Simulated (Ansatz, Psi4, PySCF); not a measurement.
disiloxane (H$_{6}$OSi$_{2}$), singlet, at a GFN2-xTB geometry. Base run: PBE/6-31G** (PySCF).

Geometry (Å):
```xyz
9

Si     1.5855    -0.2947     0.0931
O     -0.0037    -0.0290    -0.0319
Si    -1.5841     0.3055    -0.0811
H      1.9964    -0.9239    -1.1603
H      2.2224     1.0062     0.2904
H      1.7772    -1.1767     1.2427
H     -2.2138    -0.4747     0.9825
H     -2.0476    -0.0947    -1.4080
H     -1.7244     1.7436     0.1401
```
Charge 0, spin multiplicity 1.
All else is at PySCF's defaults.

The same geometry, method and basis name were run in Ansatz (a first-principles code) and Psi4 and PySCF, at each program's defaults and at the settings that a row names. The base is PySCF at its defaults. Differences at the defaults can come from grids, fitting, cores and function types together.

| code and settings | ΔE vs base (µEh) | basis functions | E (Eh) | SCF cycles | dipole (D) |
|---|---|---|---|---|---|
| PySCF, defaults (exact integrals, its default grid, spherical functions) | 0.0 | 80 | -657.42147 | 9 | 0.06 |
| Psi4, defaults (density fitting with its default set, its default grid, Cartesian functions) | ___ | 83 | ___ | 8 | 0.06 |
| Ansatz, defaults (factorised integrals, its default grid, Cartesian functions) | -4975 | 83 | -657.42644 | - | - |
| PySCF, density fitting with def2-universal-jkfit | ___ | 80 | ___ | 9 | 0.06 |
| PySCF, fine grid | -0.1 | 80 | -657.42147 | 9 | 0.06 |
| Psi4, exact integrals, spherical functions, fine grid | -0.3 | 80 | -657.42147 | 10 | 0.06 |
| Ansatz, high accuracy, Cartesian functions as the basis file defines them | -4975 | 83 | -657.42644 | - | - |

What belongs in the gaps?


- Psi4, defaults (density fitting with its default set, its default grid, Cartesian functions), ΔE vs base (µEh): -5079
- Psi4, defaults (density fitting with its default set, its default grid, Cartesian functions), E (Eh): -657.42654
- PySCF, density fitting with def2-universal-jkfit, ΔE vs base (µEh): -95.1
- PySCF, density fitting with def2-universal-jkfit, E (Eh): -657.42156
